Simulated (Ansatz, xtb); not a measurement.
Relative energy of two isomers of C4H8O2S

Structure a is `COC(=O)CSC`, a singlet and structure b is `CCSCC(=O)O`, a singlet. Both are isolated molecules in the gas phase, relaxed with B3LYP-D3(BJ)/def2-SVP, each in the lowest conformer that the search found.

a (Å):

```yaml
atoms:
  - { symbol: C, position_ang: [-0.3662, 1.9741, -1.1824] }
  - { symbol: C, position_ang: [-0.1901, -0.3265, -0.7368] }
  - { symbol: C, position_ang: [-0.0793, -1.6968, -1.3597] }
  - { symbol: C, position_ang: [2.1148, -2.4495, 0.1973] }
  - { symbol: O, position_ang: [-0.3513, 0.6307, -1.6646] }
  - { symbol: O, position_ang: [-0.0994, -0.1009, 0.4477] }
  - { symbol: S, position_ang: [1.6846, -2.1626, -1.5492] }
  - { symbol: H, position_ang: [-0.5222, 2.6126, -2.0602] }
  - { symbol: H, position_ang: [-1.1768, 2.1190, -0.4525] }
  - { symbol: H, position_ang: [0.5890, 2.2213, -0.6946] }
  - { symbol: H, position_ang: [-0.5930, -2.4329, -0.7247] }
  - { symbol: H, position_ang: [-0.5093, -1.7049, -2.3695] }
  - { symbol: H, position_ang: [1.8878, -1.5638, 0.8061] }
  - { symbol: H, position_ang: [1.5768, -3.3225, 0.5977] }
  - { symbol: H, position_ang: [3.1955, -2.6493, 0.2232] }
```

b (Å):

| atom | x (Å) | y (Å) | z (Å) |
| --- | --- | --- | --- |
| C | 2.0711 | -0.1639 | -2.3853 |
| C | 0.7503 | -0.7822 | -2.8207 |
| C | -0.6949 | 0.7602 | -0.9168 |
| C | -0.8832 | -0.4746 | -0.0739 |
| O | 0.0076 | -1.2289 | 0.2402 |
| O | -2.1690 | -0.6842 | 0.2596 |
| S | -0.7050 | 0.3275 | -2.7001 |
| H | 2.2534 | 0.7949 | -2.8949 |
| H | 2.9041 | -0.8467 | -2.6198 |
| H | 2.0852 | 0.0015 | -1.2980 |
| H | 0.7644 | -1.0454 | -3.8907 |
| H | 0.5461 | -1.7041 | -2.2557 |
| H | 0.2491 | 1.2497 | -0.6417 |
| H | -1.5293 | 1.4610 | -0.7842 |
| H | -2.1981 | -1.5256 | 0.7478 |

Task: Estimate which is lower in electronic energy at CCSD(T)/def2-SVP + ΔMP2/def2-TZVPP, and by roughly how much.

Result: The CCSD(T)/def2-SVP + ΔMP2/def2-TZVPP calculation puts structure b lower, by 0.445 eV.

How the difference moves with the method:

```csv
level,geometry,E(b) − E(a) (eV),departure from the last row (eV),"job, with rough time for the two"
B3LYP-D3(BJ)/def2-SVP,B3LYP-D3(BJ)/def2-SVP,−0.406,+0.039,"optimisation, 72 s"
HF/def2-SVP,B3LYP-D3(BJ)/def2-SVP,−0.335,+0.109,part of the CCSD(T) run
MP2/def2-SVP,B3LYP-D3(BJ)/def2-SVP,−0.520,−0.076,part of the CCSD(T) run
CCSD(T)/def2-SVP,B3LYP-D3(BJ)/def2-SVP,−0.455,−0.011,single point
CCSD(T)/def2-SVP + ΔMP2/def2-TZVPP,B3LYP-D3(BJ)/def2-SVP,−0.445,,"single point, 87 s"
```

As drawn, b has 1 C–C, 1 O–H in place of 1 C–O, 1 C–H.

The levels shown agree on the order. The largest departure from CCSD(T)/def2-SVP + ΔMP2/def2-TZVPP is that of HF/def2-SVP, 0.109 eV. Levels run at GFN2-xTB geometries aren't shown. The last row adds to CCSD(T) the change of the MP2 difference between the two basis sets, here +0.011 eV.

With thermal terms from frequencies at re-optimised GFN2-xTB minima (ideal gas, soft modes damped towards free rotors, one conformer each, 298.15 K, 1 atm): the zero-point term adds +0.033 eV; ΔH is −0.425 and ΔG −0.392 eV.

The correlated steps freeze 11 core orbitals. Programs: Ansatz 0.2.0, xtb 6.7.1; the last row on 4 threads of Arm Neoverse V1 on a shared host.
